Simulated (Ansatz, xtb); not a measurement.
**FGeH5InO+: which of two structures lies lower**

Structure a is a singlet given by its coordinates and structure b is a singlet given by its coordinates. Both are isolated ions in the gas phase, relaxed with PBE0-D3(BJ)/def2-SVP.

a (Å):

```json
{"atom": "F", "x (Å)": "-0.9547", "y (Å)": "-0.2387", "z (Å)": "-0.8528"}
{"atom": "Ge", "x (Å)": "-0.0361", "y (Å)": "-1.3993", "z (Å)": "0.1496"}
{"atom": "In", "x (Å)": "-1.7152", "y (Å)": "1.4261", "z (Å)": "0.6608"}
{"atom": "O", "x (Å)": "-0.4506", "y (Å)": "-0.3629", "z (Å)": "1.5747"}
{"atom": "H", "x (Å)": "-0.4761", "y (Å)": "2.5350", "z (Å)": "0.4012"}
{"atom": "H", "x (Å)": "-3.2666", "y (Å)": "0.8412", "z (Å)": "0.9553"}
{"atom": "H", "x (Å)": "-0.3865", "y (Å)": "-0.6918", "z (Å)": "2.4821"}
{"atom": "H", "x (Å)": "-0.7931", "y (Å)": "-2.7188", "z (Å)": "0.1732"}
{"atom": "H", "x (Å)": "1.4285", "y (Å)": "-1.2628", "z (Å)": "-0.2328"}
```

Close contacts (Å): F1–Ge2 1.79, F1–In3 2.38, Ge2–In3 3.33, Ge2–O4 1.81, In3–O4 2.37, Ge2–H8 1.52, Ge2–H9 1.52, In3–H5 1.68, In3–H6 1.68, O4–H7 0.97.

b (Å):

```xyz
9

F    -1.3582   -1.2182    1.4358
Ge    1.9652    0.3329   -1.1302
In   -0.2230   -0.3507    0.1319
O    -2.2449    0.4379   -0.4740
H    -2.6536    1.0172   -1.1318
H    -2.9347    0.0783    0.1081
H     2.7797   -0.9579   -1.1284
H     1.4497    0.7750   -2.4985
H     2.5205    1.4567   -0.2578
```

Close contacts (Å): F1–In3 1.93, Ge2–In3 2.62, In3–O4 2.25, Ge2–H7 1.53, Ge2–H8 1.53, Ge2–H9 1.53, O4–H5 0.97, O4–H6 0.97.

Task: Estimate which is lower in electronic energy at CCSD(T)/def2-SVP + ΔMP2/def2-TZVPP, and by roughly how much.

Result: The CCSD(T)/def2-SVP + ΔMP2/def2-TZVPP calculation puts structure a lower, by 0.044 eV.

The same difference at several levels:

```csv
level,geometry,E(b) − E(a) (eV),departure from the last row (eV),"job, with rough time for the two"
PBE0-D3(BJ)/def2-SVP,PBE0-D3(BJ)/def2-SVP,+0.025,−0.019,"optimisation, 2.1 min"
HF/def2-SVP,PBE0-D3(BJ)/def2-SVP,+0.267,+0.222,part of the CCSD(T) run
MP2/def2-SVP,PBE0-D3(BJ)/def2-SVP,+0.140,+0.096,part of the CCSD(T) run
CCSD(T)/def2-SVP,PBE0-D3(BJ)/def2-SVP,+0.141,+0.097,single point
CCSD(T)/def2-SVP + ΔMP2/def2-TZVPP,PBE0-D3(BJ)/def2-SVP,+0.044,,"single point, 55 s"
```

The levels shown agree on the order. The largest departure from CCSD(T)/def2-SVP + ΔMP2/def2-TZVPP is that of HF/def2-SVP, 0.222 eV. A small imaginary or near-zero mode remains, so no thermal terms are given. Levels run at GFN2-xTB geometries aren't shown. The last row adds to CCSD(T) the change of the MP2 difference between the two basis sets, here −0.097 eV.

The correlated steps freeze 15 core orbitals; the filled d shell of Ge and In is correlated, in a basis made for valence electrons. Atoms past krypton carry core potentials in the def2 sets and no spin–orbit term is included. Programs: Ansatz 0.2.0; the last row on 2 threads of AMD EPYC 7R43 64-Core Processor (Zen 3) on a shared host.
